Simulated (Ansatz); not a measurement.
Br2 (bromine): the vertical ionisation energy from total energies

Br2: 2 atoms, total charge 0, spin state singlet. As SMILES, `BrBr`. The shape is that of a PBE0-D4/def2-TZVP optimisation.

```xyz
2

Br    0.9730   -0.3254    0.4985
Br   -0.9730    0.3254   -0.4985
```

Both states at this one shape; open shells run unrestricted unless said. 1 Eh = 27.2114 eV.

| level | program | singlet Br2 (Eh) | doublet [Br2]+ (Eh) |
| --- | --- | --- | --- |
| B3LYP/6-31G* (spherical functions) | Ansatz | -5147.736604 | -5147.347912 |
| BHLYP/aug-cc-pVTZ | Ansatz | -5148.377581 | -5147.985369 |
| wB97X/aug-cc-pVTZ | Ansatz | -5148.450393 | -5148.058658 |
| B2PLYP/STO-3G, 18 core orbitals frozen | Ansatz | -5091.351352 | -5091.050544 |

Work out the vertical ionisation energy at each level.


1. B3LYP/6-31G* (spherical functions): -5147.347912 − (-5147.736604) = 0.388692 Eh = 10.58 eV.
2. BHLYP/aug-cc-pVTZ: -5147.985369 − (-5148.377581) = 0.392212 Eh = 10.67 eV.
3. wB97X/aug-cc-pVTZ: -5148.058658 − (-5148.450393) = 0.391735 Eh = 10.66 eV.
4. B2PLYP/STO-3G: -5091.050544 − (-5091.351352) = 0.300808 Eh = 8.19 eV.

No measured value is set beside it here; the levels span 8.19 to 10.67 eV. Spin-orbit coupling is left out. Minimal sets are far from the basis-set limit. All-electron rows are non-relativistic unless named.
